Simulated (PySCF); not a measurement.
ClK, charge +1, doublet, at a GFN2-xTB geometry (such geometries of metal compounds can be far from the true shape) (a state made from the parent by changing its charge; the spin is typed, not shown lowest); PySCF with R2SCAN/6-311G**.

PySCF was given this input:
```python
from pyscf import gto, scf, dft

mol = gto.M(
    atom='''
K    -0.000000   -0.000000   -1.529491
Cl    0.000000    0.000000    1.709431
''',
    basis='6-311g**',
    charge=1,
    spin=1,
    verbose=4,
)

mf = dft.UKS(mol)
mf.xc = 'r2scan'
mf.level_shift = 0.5
mf.max_cycle = 100
mf.kernel()
```

Write the output that PySCF gives for this input, abridged.


```
PySCF version 2.14.0

[INPUT] verbose = 4
[INPUT] num. atoms = 2
[INPUT] num. electrons = 35
[INPUT] charge = 1
[INPUT] spin (= nelec alpha-beta = 2S) = 1
[INPUT] symmetry False subgroup None
[INPUT] Mole.unit = angstrom
[INPUT] Symbol           X                Y                Z      unit          X                Y                Z       unit  Magmom
[INPUT]  1 K      0.000000000000   0.000000000000  -1.529491000000 AA    0.000000000000   0.000000000000  -2.890319099987 Bohr   0.0
[INPUT]  2 Cl     0.000000000000   0.000000000000   1.709431000000 AA    0.000000000000   0.000000000000   3.230356418841 Bohr   0.0

nuclear repulsion = 52.7719528680098
number of shells = 29
number of NR pGTOs = 115
number of NR cGTOs = 65
basis = 6-311g**
ecp = {}

******** <class 'pyscf.dft.uks.UKS'> ********
method = UKS
initial guess = minao
damping factor = 0
level_shift factor = 0.5
DIIS = <class 'pyscf.scf.diis.CDIIS'>
diis_start_cycle = 1
diis_space = 8
diis_damp = 0
SCF conv_tol = 1e-09
SCF conv_tol_grad = None
SCF max_cycles = 100
direct_scf = True
direct_scf_tol = 1e-13
number electrons alpha = 18  beta = 17
XC library pyscf.dft.libxc version 7.1.2
    S. Lehtola, C. Steigemann, M. J. T. Oliveira, and M. A. L. Marques,  SoftwareX 7, 1–5 (2018)
XC functionals = r2scan
    J. W. Furness, A. D. Kaplan, J. Ning, J. P. Perdew, and J. Sun,  J. Phys. Chem. Lett. 11, 8208–8215 (2020)
    J. W. Furness, A. D. Kaplan, J. Ning, J. P. Perdew, and J. Sun,  J. Phys. Chem. Lett. 11, 9248–9248 (2020)
    J. W. Furness, A. D. Kaplan, J. Ning, J. P. Perdew, and J. Sun,  J. Phys. Chem. Lett. 11, 8208–8215 (2020)
    J. W. Furness, A. D. Kaplan, J. Ning, J. P. Perdew, and J. Sun,  J. Phys. Chem. Lett. 11, 9248–9248 (2020)
radial grids:
    Treutler-Ahlrichs [JCP 102, 346 (1995); DOI:10.1063/1.469408] (M4) radial grids

becke partition: Becke, JCP 88, 2547 (1988); DOI:10.1063/1.454033
pruning grids: <function nwchem_prune>
grids dens level: 3
symmetrized grids: False
atomic radii adjust function: <function treutler_atomic_radii_adjust>
small_rho_cutoff = 0
Set gradient conv threshold to 3.16228e-05
tot grids = 38920
init E= -1059.87462470751

cycle= 1 E= -1059.82014546703  delta_E= 0.0545  |g|= 0.201  |ddm|= 0.843
cycle= 2 E= -1059.82959658993  delta_E= -0.00945  |g|= 0.0508  |ddm|= 0.109
cycle= 3 E= -1059.83110851358  delta_E= -0.00151  |g|= 0.0164  |ddm|= 0.044
cycle= 4 E= -1059.83146065477  delta_E= -0.000352  |g|= 0.0079  |ddm|= 0.0199
cycle= 5 E= -1059.83156127073  delta_E= -0.000101  |g|= 0.0043  |ddm|= 0.00974
cycle= 6 E= -1059.83159328129  delta_E= -3.2e-05  |g|= 0.00242  |ddm|= 0.00547
cycle= 7 E= -1059.83160414129  delta_E= -1.09e-05  |g|= 0.00142  |ddm|= 0.00311
cycle= 8 E= -1059.83160796502  delta_E= -3.82e-06  |g|= 0.000841  |ddm|= 0.00182
cycle= 9 E= -1059.83160933679  delta_E= -1.37e-06  |g|= 0.000509  |ddm|= 0.00109
cycle= 10 E= -1059.83160983962  delta_E= -5.03e-07  |g|= 0.000311  |ddm|= 0.000671
cycle= 11 E= -1059.83161002681  delta_E= -1.87e-07  |g|= 0.000189  |ddm|= 0.000415
cycle= 12 E= -1059.83161009643  delta_E= -6.96e-08  |g|= 0.000116  |ddm|= 0.000259
cycle= 13 E= -1059.83161012248  delta_E= -2.61e-08  |g|= 7.15e-05  |ddm|= 0.000161
cycle= 14 E= -1059.83161013235  delta_E= -9.87e-09  |g|= 4.38e-05  |ddm|= 0.000101
cycle= 15 E= -1059.83161013608  delta_E= -3.73e-09  |g|= 2.7e-05  |ddm|= 6.29e-05
cycle= 16 E= -1059.83161013748  delta_E= -1.41e-09  |g|= 1.67e-05  |ddm|= 3.93e-05
cycle= 17 E= -1059.83161013802  delta_E= -5.38e-10  |g|= 1.03e-05  |ddm|= 2.45e-05
Extra cycle  E= -1059.83161013836  delta_E= -3.38e-10  |g|= 4.07e-06  |ddm|= 4.41e-05
converged SCF energy = -1059.83161013836  <S^2> = 0.75321709  2S+1 = 2.0032145
```
